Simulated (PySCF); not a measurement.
C5H12Si, SMILES C[C@H]1CC[Si@@H]1C. Coordinates come from a PBE-D3(BJ)/def2-SVP optimisation. The structure was generated by enumeration; whether it is a known compound was not checked.

Give the equilibrium geometry at PBE-D3(BJ)/def2-SVP (PySCF confirms it by a frequency run) as a Z-matrix. (An estimate is asked for; the answer gives what the named calculation found.)


```
C
H 1 1.1144
C 1 1.5223 2 110.21
H 3 1.1096 1 111.74 2 57.33
H 3 1.1104 4 107.31 1 -122.22
H 3 1.1122 4 107.19 5 -114.89
C 1 1.5637 2 108.13 3 -130.06
H 7 1.1123 1 108.97 2 161.97
H 7 1.1128 8 106.67 1 124.49
C 7 1.5598 8 109.69 9 125.65
H 10 1.1067 7 116.51 8 -33.25
H 10 1.1105 11 108.35 7 126.26
Si 10 1.9099 11 122.01 12 130.43
H 13 1.5112 10 111.70 11 30.35
C 13 1.8888 14 109.76 1 -137.32
H 15 1.1087 13 110.94 14 179.71
H 15 1.1095 16 108.13 13 -121.82
H 15 1.1095 16 108.17 17 -116.37
```
Charge 0, spin multiplicity 1.
